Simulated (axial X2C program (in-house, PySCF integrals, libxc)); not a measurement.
# SrAg²⁺ along the bond: PBE0, two-component

Computed with an axial X2C code built on PySCF integrals. Two-component (2c) means X2C with spin–orbit coupling and atomic mean-field two-electron Coulomb and Gaunt terms. Basis: Ag dyall-v2z [10s10p7d2f], Sr dyall-v2z [10s11p7d] (cores contracted in-house); Gaussian nuclei, density fitting, unrestricted open shells. Masses: Ag 106.905 u, Sr 87.906 u.

State: Ω = 1/2 (⟨Sz⟩ = 0.50, ⟨Lz⟩ = 0.00 at PBE0). Dipoles are positive if Sr is the positive end and refer to the centre of mass.

```csv
R (Å),μ (D),HOMO (eV),LUMO (eV)
3.003,9.377,-15.69,-13.01
3.141,9.879,-15.47,-12.82
3.245,10.235,-15.30,-12.69
3.348,10.571,-15.13,-12.56
3.452,10.886,-14.96,-12.43
3.573,11.223,-14.77,-12.30
3.694,11.527,-14.58,-12.17
3.849,11.868,-14.35,-12.02
4.039,12.204,-14.08,-11.84
4.315,12.539,-13.72,-11.62
```

Task: The minimum lies at 3.436 Å. What is the dipole moment there?

Result: At PBE0, 2c, with the sign and origin stated: μ = 10.84 D.

The state is one determinant whose occupation by symmetry is held fixed; it was picked as the lowest of a PBE0 search that is not exhaustive. Density functionals use the spin component along the axis (collinear).
